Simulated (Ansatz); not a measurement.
Consider the cleavage of the Si–B bond: `[SiH3][BH][GeH2][Cl]` + `CC(C)=N` → `CC(C)=N[SiH3]` + `[BH2][GeH2][Cl]`.

Isolated molecules relaxed with PBE0-D4/def2-TZVP in Ansatz; ΔE leaves out vibrations. CBS: MP2 limit from def2 TZ/QZ plus the TZ coupled-cluster correction, frozen cores. DFT in def2-TZVPP. For Ge outer-core shells are correlated without core-valence functions, which leaves a few kJ/mol of doubt a bond. Scalar relativity is left out up to krypton. One conformer a species, not always the lowest.

CCSD(T)/CBS gives -0.37 eV.

**Question.** Another level gave -0.46 eV. Which?
A. B2PLYP/def2-TZVPP
B. HF/def2-TZVPP
C. CCSD(T)/def2-TZVPP
D. MP2/def2-TZVPP

**Answer.** D. MP2/def2-TZVPP -0.46, B2PLYP -0.41, CCSD(T)/def2-TZVPP -0.35, HF/def2-TZVPP -0.51 eV.

Largest T1 diagnostic among the species: 0.012.

The D4 term adds −0.04 eV with B3LYP and −0.02 eV with PBE0; it sums over pairs of atoms, weighted by their polarisabilities, and B3LYP, whose exchange is more repulsive, gets the larger term. From PBE to PBE0 (25 % exact exchange), in def2-TZVPP and without D4, ΔE moves by −0.05 eV. In def2-TZVPP, CCSD(T) changes the Hartree–Fock value by +0.16 eV (the triples alone add +0.01 eV) and MP2 by +0.05 eV.

B3LYP here is the variant with VWN-RPA as its local correlation; programs differ in this.
